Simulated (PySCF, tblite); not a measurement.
Isomers of C4H10ClFSi, one GFN2-xTB conformer each. Single-point energies are computed at PBE0/pcSseg-1 (PySCF, gas phase, no added dispersion term), electronic only.

```tsv
SMILES	GFN2-xTB relative energy (kcal/mol)
C[C@](F)(Cl)CC[SiH3]	9.6
CC[Si@](C)(Cl)CF	0.0
C[Si@H](CF)CCCl	27.5
```

Conformers: `[CH3:1][C@:2]([F:3])([Cl:4])[CH2:5][CH2:6][SiH3:7]` with C1–C2–C5–C6 60°, C2–C5–C6–Si7 176°; `[CH3:1][CH2:2][Si@:3]([CH3:4])([Cl:5])[CH2:6][F:7]` with C1–C2–Si3–C4 -58°, C2–Si3–C6–F7 -69°; `[CH3:1][Si@H:2]([CH2:3][F:4])[CH2:5][CH2:6][Cl:7]` with C1–Si2–C3–F4 78°, C1–Si2–C5–C6 39°, Si2–C5–C6–Cl7 56°.

Question: What does PBE0/pcSseg-1 give for the same structures?

Answer: 
```
              SMILES  PBE0/pcSseg-1 E (Eh)  PBE0/pcSseg-1 (kcal/mol)  GFN2-xTB (kcal/mol)  point group
    CC[Si@](C)(Cl)CF           -1007.42904                       0.0                  0.0           C1
     C[Si@H](CF)CCCl           -1007.36617                      39.5                 27.5           C1
C[C@](F)(Cl)CC[SiH3]           -1007.36354                      41.1                  9.6           C1
```

Both levels put the same isomer lowest; measured from each level's own lowest isomer, the values differ by up to 31.5 kcal/mol (C[C@](F)(Cl)CC[SiH3]: 9.6 against 41.1). Neighbours under 2.5 kcal/mol apart (C[Si@H](CF)CCCl and C[C@](F)(Cl)CC[SiH3]) can change places with a better method, another conformer or zero-point energy.

Question: Which frontier levels, dipoles and rotational constants go with these structures?

Answer: 
```tsv
SMILES	HOMO (eV, PBE0/pcSseg-1)	LUMO (eV)	dipole (D)	A, B, C (MHz)
CC[Si@](C)(Cl)CF	-8.10	0.66	0.82	1861, 1240, 1022
C[Si@H](CF)CCCl	-8.14	0.60	3.06	2237, 1049, 906.7
C[C@](F)(Cl)CC[SiH3]	-8.58	0.62	2.35	2918, 834.6, 771.4
```

Question: What happens when harmonic zero-point energies from GFN2-xTB frequencies are added?

Answer: 
```
              SMILES  ZPE (kcal/mol)  electronic (kcal/mol)  with ZPE (kcal/mol)
    CC[Si@](C)(Cl)CF            83.4                    0.0                  0.0
     C[Si@H](CF)CCCl            81.6                   39.5                 37.7
C[C@](F)(Cl)CC[SiH3]            79.3                   41.1                 37.1
```

The zero-point energies span 4.1 kcal/mol. The lowest isomer stays, but the order above it changes.
